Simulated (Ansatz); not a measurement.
A nudged elastic band was laid between two geometries of FHSSn (4 atoms, charge 0, multiplicity 1).

The calculation used RKS B3LYP/def2-SVP (Ansatz).

```json
{
 "movable images": "9",
 "climbing image": "yes",
 "spring": "5.0 eV/Å²",
 "optimiser": "quadratic models (default)",
 "start path": "through a guess of the saddle point",
 "force threshold": "0.03 eV/Å",
 "iteration limit": "44",
 "end points": "relaxed"
}
```

First end point:

```xyz
4
Properties=species:S:1:pos:R:3
F -1.645 -0.462 0.331
Sn -0.537 1.120 0.737
S 1.467 0.200 -0.386
H 0.770 -0.919 -0.702
```

Last end point:

```xyz
4
Properties=species:S:1:pos:R:3
F -2.166 -0.219 0.624
Sn -0.531 0.874 0.614
S 0.835 -0.764 -0.648
H 1.919 0.050 -0.611
```

(1) What changes between the two ends?

(2) Give the energies along the band, and the barrier.

(3) What is the geometry of the highest image?

(4) What are the harmonic wavenumbers there?

Results:

(1) No bond is made or broken. The dihedral F1–Sn2–S3–H4 goes from 0 to 180°.

(2) The run converged. The highest image is number 5 of 0 to 10, 8.5 kcal/mol above the first end and 7.2 kcal/mol above the last; the last end lies 1.3 kcal/mol above the first. A vibrational analysis at the climbing image gives one clearly imaginary mode, 339i cm⁻¹: a first-order saddle point.

```
image  path coordinate (Å)  energy (kcal/mol)  dihedral F1–Sn2–S3–H4 (°)
    0                 0.00                0.0                          0
    1                 0.27                0.7                         13
    2                 0.53                2.7                         32
    3                 0.80                5.3                         52
    4                 1.06                7.6                         71
    5                 1.33                8.5                         91
    6                 1.58                7.7                        109
    7                 1.82                5.8                        127
    8                 2.07                3.6                        144
    9                 2.32                1.9                        162
   10                 2.57                1.3                        180
```

(3) 
```xyz
4
Properties=species:S:1:pos:R:3
F -1.904 -0.301 0.857
Sn -0.650 1.091 0.250
S 1.446 -0.287 0.086
H 1.164 -0.563 -1.213
```

(4) 339i, 152, 311, 524, 595, 2639 cm⁻¹.

The run took 4.6 min on 1 CPU thread of a shared host.
